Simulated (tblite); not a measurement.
Compound: C₈H₁₃Al.
Bonds: C1–C2 (double), C2–C3, C3–C4, C4–C5 (double), C3–C6, C6–C7, C7–Al8, Al8–C9, C3–C9. Hydrogens: H10, H11 on C1; H12 on C2; H13 on C4; H14, H15 on C5; H16, H17 on C6; H18, H19 on C7; H20 on Al8; H21, H22 on C9.

Computed with GFN2-xTB (tblite), gas phase: L-BFGS steps from a force-field or distance-geometry start until the largest atomic force falls under 0.01 eV/Å.

At the end of the run (lengths in Å): Al8–H20 1.536, C3–C6 1.558, C3–C9 1.549, C7–Al8 2.007, Al8–C9 2.001, C1=C2 1.321, C1–H10 1.077, C3–C9–Al8 90.7°, C4–C3–C6 105.4°, C2–C3–C4 112.2°, C4–C3–C9 111.5°, C1–C2–C3–C4 -20°, C2–C3–C4–C5 123°, C2–C3–C6–C7 178°, H20–Al8–C7–C6 -174°, H20–Al8–C9–C3 145°.

**Question.** These geometries were met on the way; a selection of coordinates is given. Order them by energy above the end point, lowest first.
A. Al8–H20 1.568, C3–C6 1.556, C3–C9 1.550, C7–Al8 1.970, Al8–C9 1.969, C1=C2 1.320, C1–H10 1.061, C3–C9–Al8 100.2°, C4–C3–C6 108.5°, C2–C3–C4 108.1°, C4–C3–C9 114.4°, C1–C2–C3–C4 27°, C2–C3–C4–C5 92°, C2–C3–C6–C7 -178°, H20–Al8–C7–C6 108°, H20–Al8–C9–C3 -138°
B. Al8–H20 1.539, C3–C6 1.562, C3–C9 1.559, C7–Al8 2.013, Al8–C9 1.980, C1=C2 1.322, C1–H10 1.078, C3–C9–Al8 97.5°, C4–C3–C6 106.7°, C2–C3–C4 110.7°, C4–C3–C9 110.9°, C1–C2–C3–C4 16°, C2–C3–C4–C5 93°, C2–C3–C6–C7 -178°, H20–Al8–C7–C6 166°, H20–Al8–C9–C3 167°
C. Al8–H20 1.503, C3–C6 1.544, C3–C9 1.546, C7–Al8 1.962, Al8–C9 1.962, C1=C2 1.323, C1–H10 1.082, C3–C9–Al8 99.5°, C4–C3–C6 107.5°, C2–C3–C4 108.3°, C4–C3–C9 113.2°, C1–C2–C3–C4 28°, C2–C3–C4–C5 91°, C2–C3–C6–C7 -177°, H20–Al8–C7–C6 123°, H20–Al8–C9–C3 -149°
D. Al8–H20 1.616, C3–C6 1.496, C3–C9 1.494, C7–Al8 2.032, Al8–C9 2.019, C1=C2 1.287, C1–H10 1.108, C3–C9–Al8 98.8°, C4–C3–C6 112.6°, C2–C3–C4 105.4°, C4–C3–C9 116.6°, C1–C2–C3–C4 27°, C2–C3–C4–C5 95°, C2–C3–C6–C7 179°, H20–Al8–C7–C6 104°, H20–Al8–C9–C3 -135°
E. Al8–H20 1.544, C3–C6 1.554, C3–C9 1.553, C7–Al8 2.013, Al8–C9 1.996, C1=C2 1.320, C1–H10 1.077, C3–C9–Al8 91.8°, C4–C3–C6 107.0°, C2–C3–C4 111.5°, C4–C3–C9 110.5°, C1–C2–C3–C4 4°, C2–C3–C4–C5 96°, C2–C3–C6–C7 178°, H20–Al8–C7–C6 -178°, H20–Al8–C9–C3 151°

**Answer.** E (0.163 eV), B (0.267 eV), C (0.447 eV), A (0.749 eV), D (1.242 eV).

```json
{"step": "53", "E above end (eV)": "0.163", "rms distance from the end, all atoms (Å)": "0.337", "largest force (eV/Å)": "0.199", "rms shift of all bonds from the end (Å)": "0.004"}
{"step": "44", "E above end (eV)": "0.267", "rms distance from the end, all atoms (Å)": "0.544", "largest force (eV/Å)": "0.350", "rms shift of all bonds from the end (Å)": "0.007"}
{"step": "6", "E above end (eV)": "0.447", "rms distance from the end, all atoms (Å)": "0.804", "largest force (eV/Å)": "0.552", "rms shift of all bonds from the end (Å)": "0.016"}
{"step": "2", "E above end (eV)": "0.749", "rms distance from the end, all atoms (Å)": "0.806", "largest force (eV/Å)": "1.269", "rms shift of all bonds from the end (Å)": "0.017"}
{"step": "0", "E above end (eV)": "1.242", "rms distance from the end, all atoms (Å)": "0.809", "largest force (eV/Å)": "2.864", "rms shift of all bonds from the end (Å)": "0.029"}
```

Rows stand in the order of the answer.
